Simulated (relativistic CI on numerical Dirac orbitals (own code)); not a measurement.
# How well does a small relativistic CI reproduce O⁴⁺?

Calculated at this level of theory: Dirac-Coulomb-Breit CI, KLI orbitals optimised for each configuration, a model potential for QED, valence Slater integrals scaled by 0.85, configuration energies shifted to the measured levels that pair with them (semi-empirical) (own radial code, finite nucleus).

CI space (outside the closed core 1s2): 2s², 2s2p, 2p², 2s3s, 2s3p, 2s3d, 2p3s, 2p3p, 2p3d, 2s4s, 2s4p, 2s4d, 2s4f, 2s5s, 2s5p, 2s5d, 2s5g, 2s5f, 2p4s, 2p4p, 3s², 3s3p, 3p². Levels of other configurations are missing.

| Configuration | Term (tabulated) | J | Measured (cm⁻¹) | Computed | Error | Purity (%) |
| --- | --- | --- | --- | --- | --- | --- |
| 2s² | 1S | 0 | 0.0 | 0 | 0 | 95 |
| 2s2p | 3P° | 0 | 81942.5 | 81952 | 9 | 100 |
| 2s2p | 3P° | 1 | 82078.6 | 82083 | 5 | 100 |
| 2s2p | 3P° | 2 | 82385.3 | 82381 | -5 | 100 |
| 2s2p | 1P° | 1 | 158797.7 | 154466 | -4331 | 99 |
| 2p² | 3P | 0 | 213462.5 | 213466 | 4 | 100 |
| 2p² | 3P | 1 | 213618.2 | 213618 | 0 | 100 |
| 2p² | 3P | 2 | 213887.0 | 213876 | -11 | 100 |
| 2p² | 1D | 2 | 231721.4 | 232968 | 1246 | 99 |
| 2p² | 1S | 0 | 287910.3 | 283587 | -4324 | 94 |
| 2s3s | 3S | 1 | 546972.7 | 547897 | 924 | 98 |
| 2s3s | 1S | 0 | 561276.4 | 560352 | -924 | 96 |
| 2s3p | 1P° | 1 | 580824.9 | 582282 | 1457 | 92 |
| 2s3p | 3P° | 0 | 582806.4 | 582805 | -2 | 99 |
| 2s3p | 3P° | 1 | 582843.1 | 582845 | 2 | 98 |
| 2s3p | 3P° | 2 | 582920.3 | 582918 | -3 | 99 |
| 2s3d | 3D | 1 | 600748.9 | 600750 | 1 | 99 |
| 2s3d | 3D | 2 | 600758.9 | 600758 | -1 | 99 |
| 2s3d | 3D | 3 | 600779.2 | 600776 | -3 | 99 |
| 2s3d | 1D | 2 | 612615.6 | 612876 | 260 | 98 |
| 2p3s | 3P° | 0 | 652918.0 | 652923 | 5 | 99 |
| 2p3s | 3P° | 1 | 653080.1 | 653083 | 3 | 99 |
| 2p3s | 3P° | 2 | 653423.3 | 653421 | -2 | 99 |
| 2p3s | 1P° | 1 | 664485.9 | 664197 | -289 | 91 |
| 2p3p | 1P | 1 | 672693.8 | 674175 | 1481 | 100 |
| 2p3p | 3D | 2 | 677348.5 | 678474 | 1125 | 98 |
| 2p3p | 3D | 3 | 677665.0 | 678788 | 1123 | 99 |
| 2p3p | 3S | 1 | 683942.9 | 684054 | 111 | 96 |
| 2p3p | 3P | 1 | 689517.7 | 688641 | -877 | 100 |
| 2p3p | 3P | 2 | 689708.5 | 688826 | -882 | 100 |
| 2p3d | 3F° | 2 | 692626.0 | 693795 | 1169 | 94 |
| 2p3d | 3F° | 3 | 692809.4 | 693995 | 1185 | 98 |
| 2p3d | 3F° | 4 | 693044.8 | 694227 | 1182 | 98 |
| 2p3d | 1D° | 2 | 694643.8 | 694644 | 0 | 96 |
| 2p3p | 1D | 2 | 697170.2 | 697060 | -111 | 98 |
| 2p3d | 3D° | 1 | 704182.0 | 703183 | -999 | 100 |
| 2p3d | 3D° | 2 | 704242.0 | 703249 | -993 | 100 |
| 2p3d | 3D° | 3 | 704348.0 | 703353 | -995 | 100 |
| 2p3p | 1S | 0 | 707635.5 | 706125 | -1510 | 76 |
| 2s4s | 3S | 1 | 722480.0 | 722688 | 208 | 98 |
| 2s4s | 1S | 0 | 731670.5 | 731462 | -209 | 77 |
| 2s4p | 3P° | 0 | 735911.6 | 735912 | 0 | 98 |
| 2s4p | 3P° | 1 | 735922.0 | 735922 | 0 | 98 |
| 2s4p | 3P° | 2 | 735949.1 | 735948 | -1 | 98 |
| 2s4p | 1P° | 1 | 737880.8 | 738818 | 938 | 91 |
| 2s4d | 3D | 1 | 742239.4 | 742240 | 0 | 100 |
| 2s4d | 3D | 2 | 742244.0 | 742242 | -2 | 100 |
| 2s4d | 3D | 3 | 742248.6 | 742248 | 0 | 100 |
| 2s4d | 1D | 2 | 746274.9 | 747026 | 752 | 99 |
| 2s4f | 1F° | 3 | 749840.5 | 749841 | 0 | 91 |
| 2s5s | 3S | 1 | 796071.0 | 796071 | 0 | 99 |
| 2s5p | 1P° | 1 | 802466.0 | 802889 | 423 | 88 |
| 2s5p | 3P° | 1 | 802862.0 | 802861 | -1 | 94 |
| 2s5p | 3P° | 2 | 802878.0 | 802878 | 0 | 100 |
| 2s5d | 3D | 3 | 806451.4 | 806198 | -253 | 100 |
| 2s5d | 1D | 2 | 808352.3 | 808606 | 253 | 99 |
| 2s5g | 1G | 4 | 808388.6 | 808389 | 0 | 99 |
| 2s5f | 3F° | 2 | 808613.0 | 808613 | 0 | 100 |
| 2s5f | 3F° | 3 | 808613.9 | 808614 | 0 | 100 |
| 2s5f | 3F° | 4 | 808616.1 | 808615 | -1 | 100 |
| 2s5f | 1F° | 3 | 808916.8 | 809248 | 332 | 99 |
| 2p4s | 3P° | 2 | 818668.0 | 819234 | 566 | 99 |
| 2p4s | 1P° | 1 | 824282.0 | 823716 | -566 | 92 |
| 2p4p | 1P | 1 | 829597.0 | 829710 | 113 | 97 |
| 2p4p | 3D | 1 | 830867.0 | 830874 | 7 | 97 |
| 2p4p | 3D | 2 | 831029.0 | 831029 | 0 | 99 |
| 2p4p | 3D | 3 | 831334.0 | 831321 | -13 | 100 |
| 2p4p | 3S | 1 | 832072.0 | 833673 | 1601 | 93 |
| 2p4p | 3P | 0 | 834835.0 | 834279 | -556 | 100 |
| 2p4p | 3P | 1 | 834972.0 | 834427 | -545 | 94 |

Measured levels from Moore, Selected Tables of Atomic Spectra, NSRDS-NBS 3, section 9; pairs were made by configuration, J and term (by order where the table uses no LS term), so strongly mixed levels may be paired wrongly.

Mean error by configuration (cm⁻¹): 2s2p -1081; 2p² -617; 2s3s 0; 2s3p 364; 2s3d 64; 2p3s -71; 2p3p 57; 2p3d 79; 2s4s 0; 2s4p 234; 2s4d 187; 2s4f 0; 2s5s 0; 2s5p 140; 2s5d 0; 2s5g 0; 2s5f 83; 2p4s 0; 2p4p 87. Over the excited levels the mean absolute error is 506 cm⁻¹ (69 of the 69 excited levels that our extract of the source holds in range could be paired), and the median relative error of those above 1,000 cm⁻¹ is 0.016 %, both after the shifts were fitted to these levels, so that a configuration with one level shows no error.

Configurations whose levels could be paired with our table of measured levels were shifted onto them, all but the ground configuration, by the median error of their levels; single terms can still be off by 1,000 to 2,000 cm⁻¹ or more, and rates follow the energies as ν³ (E1, M1) or ν⁵ (E2). The others borrow a shift and can be off by several thousand cm⁻¹ or more. 69 of the 69 excited levels that our extract of the measured tables holds in this range could be paired (the sources list more); they are missed by 506 cm⁻¹ on average and 4331 at most, after the shifts were fitted to these levels, and levels without a partner can miss by more.

Shifts applied (cm⁻¹): 2s² 0; 2s2p -570; 2p² -2171; 2s3s 2549; 2s3p 1491; 2s3d 1232; 2p3s 17; 2p3p 67; 2p3d -643; 2s4s 1329; 2s4p 812; 2s4d 1531; 2s4f -1407; 2s5s 677; 2s5p 693; 2s5d 986; 2s5g -1449; 2s5f -1256; 2p4s -3504; 2p4p -1593.
